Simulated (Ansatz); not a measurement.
Program: Ansatz 0.2.0.

A structure relaxed at PBE0-D4/def2-TZVP, charge 0, multiplicity 1:

```xyz
12

N     0.395   -2.130    0.627
Si   -0.685   -0.827    0.666
Cl   -2.547   -1.592    0.318
Cl   -0.576    0.051    2.526
Si   -0.276    0.932   -0.807
N     1.123    1.748   -0.294
Cl   -1.960    2.109   -0.946
Cl    0.123    0.221   -2.689
H     1.364   -2.021    0.875
H     0.227   -2.922    0.030
H     1.660    2.299   -0.946
H     1.153    2.132    0.638
```

Problem. Give its formula and SMILES.

Solution. Cl4H4N2Si2, `N[Si](Cl)(Cl)[Si](N)(Cl)Cl`.

Problem. Summarise the bond lengths by kind.

Solution. 2 × N–Si 1.693 to 1.699 Å; 4 × H–N 1.006 to 1.009 Å; 4 × Cl–Si 2.043 to 2.060 Å; 1 × Si–Si 2.331 Å.
